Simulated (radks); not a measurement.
Values are calculated unless marked as measured or tabulated.
Task: Radial electron density D(r) = 4 pi r^2 rho(r) of an atom or ion with 19 electrons. Level of theory: scalar-relativistic Kohn-Sham, SCAN, spin-polarised, spherical densities, finite nucleus; meta-GGA in the generalised Kohn-Sham scheme; Fermi nuclear charge, rms radius of each element as measured or else 0.836 A^(1/3) + 0.57 fm (a radial shooting solver on a logarithmic mesh with Libxc functionals).

r (bohr),D(r) (e/bohr),spin D(r)
0.00539,4.903,-0.0000893
0.006029,5.882,-0.000107
0.006744,7.024,-0.000128
0.007543,8.348,-0.000152
0.008437,9.867,-0.000179
0.009437,11.59,-0.000210
0.01064,13.67,-0.000247
0.0119,15.82,-0.000286
0.01331,18.16,-0.000328
0.01489,20.64,-0.000372
0.01665,23.21,-0.000418
0.01863,25.81,-0.000464
0.02083,28.32,-0.000508
0.02349,30.79,-0.000552
0.02628,32.76,-0.000586
0.02939,34.27,-0.000610
0.03287,35.21,-0.000618
0.03677,35.50,-0.000600
0.04113,35.12,-0.000538
0.04637,34.06,-0.000384
0.05186,32.62,-0.0000887
0.05801,31.02,0.000481
0.06489,29.59,0.00153
0.07258,28.70,0.00342
0.08118,28.65,0.00674
0.09153,29.73,0.0130
0.1024,31.76,0.0228
0.1145,34.48,0.0386
0.1281,37.35,0.0635
0.1433,39.64,0.101
0.1602,40.62,0.156
0.1807,39.60,0.238
0.2021,36.54,0.343
0.226,31.79,0.478
0.2528,26.14,0.644
0.2828,20.69,0.844
0.3163,16.49,1.06
0.3538,14.21,1.28
0.3989,13.96,1.49
0.4461,15.13,1.63
0.499,16.59,1.69
0.5582,17.29,1.65
0.6243,16.58,1.51
0.6983,14.41,1.28
0.7873,11.01,0.979
0.8806,7.608,0.698
0.985,4.651,0.452
1.102,2.492,0.264
1.232,1.159,0.138
1.378,0.4616,0.0633
1.554,0.1430,0.0235
1.738,0.03965,0.00793
1.944,0.009028,0.00223
2.175,0.001660,0.000512

What is the nuclear charge?

Result: Z = 29. The innermost maximum, from 1s, lies near gamma/Z bohr with gamma = sqrt(1 - (Z/c)^2) = 0.977, here 0.0337 bohr (found: 0.0365), and its height grows with Z. The density is that of the copper ion Cu10+ in [Ar] 3d1; the configuration itself is not fixed sharply by these data, and Z only to about a unit. D(r) has 3 maxima, at r = 0.0365, 0.162, 0.563 bohr, and minima at 0.0774, 0.380 bohr, inside which lie 2.09, 10.48 electrons.
